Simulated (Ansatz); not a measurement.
Reaction R1 → P1 + P2, each structure at its B3LYP-D3(BJ)/def2-TZVP stationary point, reached from a drawn start (curvature not checked).
P1, CF2 (SMILES F[C]F) (charge 0, multiplicity 1, Z-matrix in Å and degrees):
```
C
F 1 1.5248
F 1 1.5248 2 180.00
```
R1: CF3 (SMILES F[C](F)F), charge 0, multiplicity 2.
P2: F atom, charge 0, multiplicity 2.

P less R. No zero-point or thermal terms; singlets are restricted closed shells; open shells are unrestricted; no spin–orbit coupling.

Frozen-core correlation throughout. CBS(a, b) extrapolates the correlation energy as X⁻³ and adds the Hartree–Fock energy of set b.

Programs: Ansatz (Gaussian orbitals). No computed number here is a measurement.

PBE/def2-TZVPP gives 197.44 kcal/mol for the reaction energy.

Predict the shift from PBE, with its sign, for: r2SCAN/def2-TZVPP, B3LYP/def2-TZVPP, wB97M-V/def2-TZVPP, B2PLYP/def2-TZVPP, MP2/CBS(cc-pVTZ, cc-pVQZ), CCSD(T)/CBS(cc-pVTZ, cc-pVQZ).

r2SCAN/def2-TZVPP 12.50; B3LYP/def2-TZVPP 7.02; wB97M-V/def2-TZVPP 10.21; B2PLYP/def2-TZVPP 5.88; MP2/CBS(cc-pVTZ, cc-pVQZ) 16.07; CCSD(T)/CBS(cc-pVTZ, cc-pVQZ) 5.67 kcal/mol. 6 of 6 lie above PBE; the widest gap is to MP2/CBS(cc-pVTZ, cc-pVQZ).

Ansatz is a first-principles code.
